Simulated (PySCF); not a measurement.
All values below come from TPSSh-D3(BJ)/def2-TZVP // TPSS-D3(BJ)/def2-SVP (PySCF). Gas-phase values, no solvent. One relaxed conformer stands for a flexible species; it need not be the lowest. 

Reference species: [Ti(OH)4] (neutral, multiplicity 1).

```yaml
LUMO: -1.79 eV
mean_distance_from_the_central_atom_to_its_bonded_neighbours: 1.808 Å
HOMO–LUMO gap: 6.26 eV
```

Changed species: [Ti(NH2)4] (4 of 4 OH replaced by NH2; the reference has 0 of 4 OH replaced by NH2).

What does the change do to the LUMO, mean distance from the central atom to its bonded neighbours and HOMO–LUMO gap?

the LUMO increases by 0.54 eV, to -1.25 eV; the mean distance from the central atom to its bonded neighbours goes up by 0.093 Å, to 1.901 Å; the HOMO–LUMO gap falls by 1.50 eV, to 4.76 eV.
